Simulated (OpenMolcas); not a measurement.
Pd3+ in octahedral coordination: ligands and hosts compared

```
Program             : OpenMolcas 26.06
Method              : SS-CASPT2, IPEA 0.25 Eh, imaginary shift 0.1 Eh
Active space        : 7 electrons in 5 orbitals (4d)
Spin-orbit coupling : RASSI with atomic mean-field integrals over the reference wave functions
```

Distances were set from a Shannon-type radius of the metal (high-spin where two are listed) plus a fixed donor radius (F 1.31, H2O 1.36, O 1.38 Å), in hosts weighted 0.65 to 0.35 with the host's distance in the model lattice. Anionic complexes are neutralised by point charges, and hosts are embedded clusters. Ligand basis ANO-RCC-VDZP. States (labels of the rotation group of each site). Energies in cm-1 above the lowest state or level, χT in cm3 K/mol.

```json
{"Ligand or host": "K2NaGaF6", "R (Å)": "2.024", "Metal basis": "ANO-RCC-VTZP", "Outer charge (e at Å behind ligand)": "", "Ground state": "2E", "First state of that spin": "19330", "First gap with spin-orbit (degeneracies)": "10040 (4, 2)", "χT at 300 K": "0.481", "First state of another spin": "4T1 11410"}
{"Ligand or host": "H2O", "R (Å)": "2.12", "Metal basis": "ANO-RCC-VDZP", "Outer charge (e at Å behind ligand)": "", "Ground state": "2E", "First state of that spin": "2T1 15950", "First gap with spin-orbit (degeneracies)": "6650 (4, 2)", "χT at 300 K": "0.527", "First state of another spin": "4T1 7960"}
{"Ligand or host": "CsCaF3", "R (Å)": "2.138", "Metal basis": "ANO-RCC-VTZP", "Outer charge (e at Å behind ligand)": "", "Ground state": "2E", "First state of that spin": "2T1 14740", "First gap with spin-orbit (degeneracies)": "5750 (4, 2)", "χT at 300 K": "0.536", "First state of another spin": "4T1 7050"}
{"Ligand or host": "KZnF3", "R (Å)": "2.055", "Metal basis": "ANO-RCC-VTZP", "Outer charge (e at Å behind ligand)": "", "Ground state": "2E", "First state of that spin": "17030", "First gap with spin-orbit (degeneracies)": "7620 (4, 2)", "χT at 300 K": "0.503", "First state of another spin": "4T1 8950"}
{"Ligand or host": "O", "R (Å)": "2.14", "Metal basis": "ANO-RCC-VDZP", "Outer charge (e at Å behind ligand)": "1.5 at 2.6", "Ground state": "2E", "First state of that spin": "12280", "First gap with spin-orbit (degeneracies)": "4210 (4, 2)", "χT at 300 K": "0.572", "First state of another spin": "4T1 5440"}
{"Ligand or host": "Cs2NaYF6", "R (Å)": "2.108", "Metal basis": "ANO-RCC-VTZP", "Outer charge (e at Å behind ligand)": "", "Ground state": "2E", "First state of that spin": "16100", "First gap with spin-orbit (degeneracies)": "7080 (4, 2)", "χT at 300 K": "0.513", "First state of another spin": "4T1 8420"}
{"Ligand or host": "KCdF3", "R (Å)": "2.098", "Metal basis": "ANO-RCC-VTZP", "Outer charge (e at Å behind ligand)": "", "Ground state": "2E", "First state of that spin": "2T1 16190", "First gap with spin-orbit (degeneracies)": "6820 (4, 2)", "χT at 300 K": "0.516", "First state of another spin": "4T1 8150"}
{"Ligand or host": "MgO", "R (Å)": "2.128", "Metal basis": "ANO-RCC-VTZP", "Outer charge (e at Å behind ligand)": "", "Ground state": "2E", "First state of that spin": "19630", "First gap with spin-orbit (degeneracies)": "14670 (4, 2)", "χT at 300 K": "0.434", "First state of another spin": "4T1 15990"}
{"Ligand or host": "KMgF3", "R (Å)": "2.041", "Metal basis": "ANO-RCC-VTZP", "Outer charge (e at Å behind ligand)": "", "Ground state": "2E", "First state of that spin": "17680", "First gap with spin-orbit (degeneracies)": "8250 (4, 2)", "χT at 300 K": "0.496", "First state of another spin": "4T1 9590"}
```

The rows also differ in their metal basis and outer charges, so part of each step comes from that.

Roots that are degenerate in the reference are averaged as groups; the widest CASPT2 spread within a group is 1600 cm-1 (the 3-fold group of multiplicity 2 near 44700 cm-1 above the lowest state of its run, MgO). Shifts and gaps below about the spread of the groups concerned are not significant. Over all roots computed the reference weight is 0.65 to 0.70 in H2O, 0.68 to 0.72 in CsCaF3, 0.69 to 0.72 in KZnF3, 0.57 to 0.61 in O, 0.68 to 0.71 in Cs2NaYF6, 0.69 to 0.72 in KCdF3, 0.60 to 0.67 in MgO; the roots of lowest weight are the least certain, and an intruder state may touch them. An orbital doublet at a regular site is open to a Jahn-Teller distortion, which this geometry leaves out. Ligand-to-metal charge-transfer states are missing. With no ligand orbital active B as a rule stays too high, so bands that hang on it stand too high and its fall with covalency is understated. With one d shell and no ligand orbital active, 10Dq can be off by a tenth or more. This shell can be high or low spin here, a state of another spin lies low, and with metal d orbitals alone active their balance is uncertain, so the ground spin may be wrong, although the usual error favours high spin (holds for K2NaGaF6; H2O; CsCaF3; KZnF3; O; Cs2NaYF6; KCdF3; KMgF3). The least metal-like active orbital is 77 % on the metal (Löwdin) and no ligand orbital is active, so the numbers are rough (holds for K2NaGaF6). These CASPT2 states fit no ligand-field parameters well, so their order and spin gaps are uncertain (holds for K2NaGaF6; H2O; CsCaF3; KZnF3; O; Cs2NaYF6; KCdF3; KMgF3). The least metal-like active orbital is 78 % on the metal (Löwdin) and no ligand orbital is active, so the numbers are rough (holds for H2O; KZnF3; O; KMgF3). The least metal-like active orbital is 82 % on the metal (Löwdin) and no ligand orbital is active, so the numbers are rough (holds for CsCaF3; KCdF3). The oxide ions are held by bare point charges, a crude embedding (holds for O). The least metal-like active orbital is 81 % on the metal (Löwdin) and no ligand orbital is active, so the numbers are rough (holds for Cs2NaYF6). The least metal-like active orbital is 66 % on the metal (Löwdin) and no ligand orbital is active, so the numbers are rough, and ground spin, moment and any spin crossover can be artefacts of this space; highly charged d ions in such sites are as a rule low spin (holds for MgO). No measured value stands beside these numbers; the geometry was imposed, not optimised, and the real ion may take another.
